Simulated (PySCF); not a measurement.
Bonds broken one at a time in the series Ga F-Cl. Isolated molecules, 0 K electronic values unless said otherwise. Strings in code marks are SMILES.

The dipole moment from two functionals at the same geometries (PBE0-D4/def2-TZVP), both in PySCF: PBE-D3(BJ)/def2-TZVP and B3LYP-D3(BJ)/def2-TZVP. B3LYP has the VWN-RPA correlation part, as in Gaussian. 

```tsv
species	PBE-D3(BJ)/def2-TZVP (D)
radical fragment (`[F][Ga][F]`)	2.18
whole molecule (`[Cl][Ga]([F])[F]`)	0.95
radical fragment (`[F][Ga][Cl]`)	1.88
whole molecule (`[F][Ga]([Cl])[Cl]`)	0.81
radical fragment (`[Cl][Ga][Cl]`)	1.55
whole molecule (`[Cl][Ga]([Cl])[Cl]`)	0.00
```

Q: What does B3LYP-D3(BJ)/def2-TZVP give for each?

A: 
- radical fragment (`[F][Ga][F]`): 2.44
- whole molecule (`[Cl][Ga]([F])[F]`): 1.04
- radical fragment (`[F][Ga][Cl]`): 2.10
- whole molecule (`[F][Ga]([Cl])[Cl]`): 0.88
- radical fragment (`[Cl][Ga][Cl]`): 1.74
- whole molecule (`[Cl][Ga]([Cl])[Cl]`): 0.00
Over these rows, drawn at random from the members with no instability flagged (it was tested for open shells, ions and some series alone), PBE minus B3LYP-D3(BJ): mean -0.14 D, from -0.27 D to 0.00 D.
